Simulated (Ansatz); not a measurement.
## The atomisation energy (no zero-point term) down a group: C to Sn

One atom is swapped for its congeners: C2H6O2 `COCO`; CH6GeO2 `C[O][GeH2][OH]`; CH6O2Sn `C[O][SnH2][OH]`. The Si member is missing. All are singlets with charge 0.

Shapes, held fixed at every level: PBE0-D4/def2-TZVP. Flexible molecules stand in one conformer, not always the lowest. Programs: Ansatz 0.2.0. Values in eV.

| level | C2H6O2 | CH6GeO2 | CH6O2Sn |
| --- | --- | --- | --- |
| HF/def2-TZVPP | 27.72 | 25.24 | 23.42 |
| r2SCAN-D4/def2-TZVPP | 39.26 | 35.87 | 34.03 |
| B3LYP-D4/def2-TZVPP | 39.19 | 35.66 | 33.91 |
| wB97M-V/def2-TZVPP | 39.33 | 35.79 | 34.07 |
| B2PLYP/def2-TZVPP | 38.83 | 35.44 | 33.60 |
| MP2/def2-TZVPP | 38.95 | 35.69 | 33.65 |
| CCSD(T)/def2-TZVPP | 38.28 | 35.17 | 33.32 |

At CCSD(T)/def2-TZVPP the atomisation energy falls at every step, from 38.28 to 33.32 eV. Every level shows the same order. For atoms past krypton def2 sets carry core potentials with scalar relativity. Relativity is left out for Ge unless named. Correlated rows may include outer-core shells of Ge, Sn, which these sets cover unevenly. Spin-orbit coupling, which grows down the group, is left out (summed over each molecule's free atoms 0.03, 0.14, 0.33 eV).
